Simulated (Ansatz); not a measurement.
Reaction (formal exchange of groups at a C–F bond): `FC(F)C(F)(F)F` + `FCC(F)F` → `FC(F)C(F)C(F)(F)C(F)F` + H–F

Computed with Ansatz on PBE0-D4/def2-TZVP structures; ΔE is electronic, products minus reactants. CBS: MP2 limit from def2 TZ/QZ plus the TZ coupled-cluster correction, frozen cores. This one scheme is used for every species. Functionals use def2-TZVPP. One conformer a species, not always the lowest.

**Question.** Is it downhill or uphill in electronic energy at CCSD(T)/CBS, and by how much? (Estimate.)

**Answer.** The calculation gave: Nearly level: ΔE = -0.01 eV.

**Question.** What do these levels give: B97M-V, BHLYP, RPA@PBE/def2-TZVPP, HF/def2-SVP, CCSD(T)/def2-TZVPP, MP2/def2-QZVPP? (An estimate is asked.)

**Answer.** Ansatz gave: B97M-V 0.16, BHLYP 0.26, RPA@PBE/def2-TZVPP 0.03, HF/def2-SVP 0.46, CCSD(T)/def2-TZVPP 0.04, MP2/def2-QZVPP -0.03 eV.

**Question.** What do rigid-rotor, harmonic-oscillator terms from PBE0-D4/def2-TZVP frequencies (298.15 K, 1 bar) make of the CCSD(T)/CBS value? (An estimate is asked.)

**Answer.** Computed: ΔZPE = -0.07 eV, ΔH = -0.04 eV, ΔS = -34 J/(mol·K), ΔG = +0.07 eV. Modes under 50 cm⁻¹ make the entropy rough.

Largest T1 diagnostic among the species: 0.012.

At CCSD(T), def2-SVP lies +0.18 eV from the extrapolated value and def2-TZVPP +0.05 eV. The D4 term adds −0.14 eV with B3LYP and −0.08 eV with PBE0; it sums over pairs of atoms, weighted by their polarisabilities, and B3LYP, whose exchange is more repulsive, gets the larger term.

B3LYP here is the variant with VWN-RPA as its local correlation; programs differ in this.
